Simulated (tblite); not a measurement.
Species: C6H11FN (doublet state).
Structure used (GFN2-xTB), in Å, numbered top down from 1:
```
atom  x, y, z in Å
C1     2.7691    0.8967    0.1693
C2     1.4735    0.3290   -0.2779
C3     0.9915   -0.8794    0.1547
C4    -0.1935   -1.4696   -0.2283
F5    -0.4869   -2.6743    0.3410
C6    -1.3003   -0.9290   -1.0684
N7    -2.3273   -0.2374   -0.2887
C8    -1.9172    1.0358    0.2633
H9     2.6219    1.8815    0.6178
H10    3.4399    1.0336   -0.6816
H11    3.2547    0.2501    0.8956
H12    0.9094    0.9155   -0.9866
H13    1.5950   -1.4508    0.8501
H14   -1.7967   -1.7560   -1.5851
H15   -0.9120   -0.2277   -1.8089
H16   -2.6530   -0.8505    0.4534
H17   -1.0470    0.9781    0.9320
H18   -1.6754    1.7080   -0.5606
H19   -2.7554    1.4559    0.8168
```

All values are computed: GFN2-xTB (tblite) harmonic vibrations without scaling, gas phase. Errors from tens to a few hundred cm⁻¹ against measured bands are possible. One conformer, not necessarily the lowest. Open shells enter through the occupations alone, without spin polarisation, and single modes of such species can be off by tens of per cent.

Harmonic wavenumbers (cm⁻¹): 52.5, 94.5, 109.3, 138.4, 182.2, 196.6, 230.0, 255.8, 311.7, 393.8, 438.4, 494.2, 553.9, 693.1, 779.9, 854.7, 918.3, 940.3, 965.7, 981.8, 1006.1, 1074.1, 1112.8, 1121.4, 1144.8, 1184.8, 1245.9, 1250.3, 1279.7, 1296.8, 1392.4, 1399.3, 1416.2, 1435.7, 1443.5, 1465.4, 1476.8, 1487.0, 1496.5, 1528.6, 2880.5, 2954.1, 2958.0, 2982.6, 2985.9, 3002.0, 3021.7, 3042.5, 3052.4, 3091.8, 3356.9.

A = 2470, B = 1358, C = 972.7 MHz; mass 116.088 u (most abundant isotopes); point group C1, symmetry number 1; spin multiplicity 2.

Problem. What is the zero-point energy?

Solution. ½Σν̃ = 34586 cm⁻¹ = 98.89 kcal/mol.

Problem. Give the ideal-gas entropy at 400 K and 1 bar in the rigid-rotor, harmonic-oscillator model (classical rotation).

Solution. Translation 41.65, rotation 29.85, vibration 38.47, spin (R ln 2) 1.38: S = 111.3 cal/(mol K).

Problem. And Cp and H(400 K) − H(0)?

Solution. Cp = 46.37 cal/(mol K), of which vibrations give 38.42 (their classical limit is 51 R = 101.3); H(400 K) − H(0) = 11.15 kcal/mol without the zero-point energy, 7.97 from vibrations.

Problem. Blend soft modes into free rotors: weight 1/[1 + (100 cm⁻¹/ν̃)⁴] for the oscillator and the rest for a rotor with moment μB/(μ + B), μ = h/(8π²ν), B = 10⁻⁴⁴ kg m². What vibrational entropy results?

Solution. 36.05 cal/(mol K) in place of 38.47, which changes −T·S at 400 K by +0.97 kcal/mol.

Problem. How do the functions run with temperature in this model?

Solution. 
```
T (K)  S (cal/(mol K))  Cp (cal/(mol K))  H − H(0) (kcal/mol)  G − H(0) (kcal/mol)  ln q(vib)
  100             70.0              19.4                 1.30                -5.69       1.53
  200             86.3              28.3                 3.71               -13.55       4.19
  300             99.4              37.1                 6.97               -22.85       6.80
  500            122.6              54.7                16.21               -45.10      11.82
  800            152.6              72.8                35.57               -86.52      18.98
 1000            169.8              80.8                50.97              -118.79      23.44
```

q(vib) and H(0) count from the zero-point level.

Problem. Which modes carry the vibrational entropy at 400 K?

Solution. 52.5 cm⁻¹: 5.30; 94.5 cm⁻¹: 4.14; 109.3 cm⁻¹: 3.86; 138.4 cm⁻¹: 3.39; 182.2 cm⁻¹: 2.86; 196.6 cm⁻¹: 2.72 cal/(mol K); the other 45 give 16.19 together.

Hindered rotation and anharmonicity are outside this model. Other conformers, if any are populated, would add a mixing term that is left out. The structure is chiral; the term R ln 2 for an equal mix with its mirror image is left out.

Hardware: one thread of an AMD EPYC 9B45, no GPU, shared host with 96 logical CPUs at a one-minute load of 9.9. Cost: 0.39 s of wall time. This covers the Hessian and the dipole derivatives.
